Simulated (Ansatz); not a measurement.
Reaction (redistribution): `C[S][GeH3]` + `C[O][SnH]([OH])[Cl]` → `C[S][GeH2][Cl]` + `C[O][SnH2][OH]`

Computed with Ansatz on PBE0-D4/def2-TZVP structures; ΔE is electronic, products minus reactants. CCSD(T)/CBS is the MP2 limit (def2-TZVPP, def2-QZVPP) plus CCSD(T) − MP2 in def2-TZVPP, frozen cores. Functionals use def2-TZVPP. B3LYP here is the variant with VWN-RPA as its local correlation; programs differ in this. def2 core potentials past Kr. For Ge, Sn outer-core shells are correlated without core-valence functions, which leaves a few kJ/mol of doubt a bond. Scalar relativity is left out up to krypton. One conformer a species, not always the lowest.

Is it downhill or uphill in electronic energy at CCSD(T)/CBS, and by how much? (An estimate is asked.)

Ansatz gave: Uphill: ΔE = +27.8 kJ/mol.

What do these levels give: PBE0-D4, B3LYP-D4, ωB97X-V, ωB97M-V, B2PLYP, PBE, PBE0, B3LYP, HF/def2-TZVPP, SCS-MP2/def2-TZVPP, HF/def2-QZVPP, MP2/def2-QZVPP? (An estimate is asked.)

The calculation gave: PBE0-D4 22.1, B3LYP-D4 23.2, ωB97X-V 22.9, ωB97M-V 22.2, B2PLYP 23.7, PBE 23.5, PBE0 22.2, B3LYP 23.6, HF/def2-TZVPP 22.5, SCS-MP2/def2-TZVPP 21.6, HF/def2-QZVPP 24.2, MP2/def2-QZVPP 26.0 kJ/mol.

Largest T1 diagnostic among the species: 0.014.
